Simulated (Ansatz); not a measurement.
C2H6AlFO, relaxed with RKS PBE-D4/def2-SVP in Ansatz 0.2.0 from a rough embedded geometry. The force threshold is 0.03 eV/Å; the program also tests the step.

The species carries charge 0 and has multiplicity 1. The bonds changed during the relaxation, so this is another structure than the one it started from.

Start:

```xyz
11

C     0.698    1.076   -0.354
C     0.069    0.053    0.602
O    -1.043    0.614    1.182
F     0.875   -0.315    1.629
Al   -0.414   -1.650   -0.397
H     1.692    0.614   -0.719
H     0.058    1.331   -1.159
H     0.976    1.958    0.261
H    -1.710    0.883    0.487
H    -1.116   -2.823    0.403
H    -0.086   -1.741   -1.936
```

Q: By how much does the energy fall, and how many steps does the optimiser take? (Best estimate.)

A: Ansatz gave: 0.80 eV, in 24 steps, 3 of them rejected.

Q: Which bonds change most? (Best estimate.)

A: Computed: O3–Al5 from 2.831 to 2.013 Å; C2–O3 from 1.374 to 1.487 Å; C1–H6 from 1.156 to 1.107 Å; C1–H7 from 1.059 to 1.107 Å.

Q: Give the relaxed structure. (An estimate is asked.)

A: Ansatz gave: 
```xyz
11

C     0.850    1.114   -0.296
C     0.331   -0.074    0.473
O    -1.146    0.013    0.628
F     0.875   -0.066    1.740
Al   -0.575   -1.664   -0.329
H     1.951    1.043   -0.392
H     0.419    1.156   -1.315
H     0.622    2.063    0.245
H    -1.525    0.918    0.578
H    -0.920   -2.938    0.567
H    -0.883   -1.567   -1.898
```
